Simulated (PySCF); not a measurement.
How methods differ on the excitation energy of Ge

Ge [Ar] 3d10 4s2 4p2 (3P) → Ge [Ar] 3d10 4s1 4p2 4d1 (high-spin determinant), as a difference of total energies. All numbers are calculated (PySCF 2.14, scalar relativity through the core potential, in aug-cc-pVTZ-PP with ECP10MDF (6s5p4d2f, 55 functions)). Correlated levels: valence: 3s2 3p6 3d10 frozen. The calculations carry no spin-orbit coupling.

```json
{"method": "UHF", "excitation energy (eV)": "11.128"}
{"method": "MP2 (valence)", "excitation energy (eV)": "12.088"}
{"method": "SCS-MP2 (valence)", "excitation energy (eV)": "12.435"}
{"method": "CCSD (valence)", "excitation energy (eV)": "12.184"}
{"method": "CCSD(T) (valence)", "excitation energy (eV)": "12.172"}
```

**Question.** How much does correlation contribute at CCSD(T) (valence)?

**Answer.** 12.172 − (11.128) = 1.044 eV, measured against UHF.

The upper state lies above the first ionisation limit, but in LS coupling its spin forbids autoionisation to the ground ion.

The promoted electron is Rydberg-like, and one or two diffuse shells describe it only roughly, which tends to raise the upper state.

The coupled-cluster amplitudes are large for the upper state (T1 above 0.03 or a double amplitude above 0.15), so a single reference is strained.

The determinant of the upper state mixes LS terms, which raises its energy above the lowest term, most at the Hartree-Fock and MP2 levels.
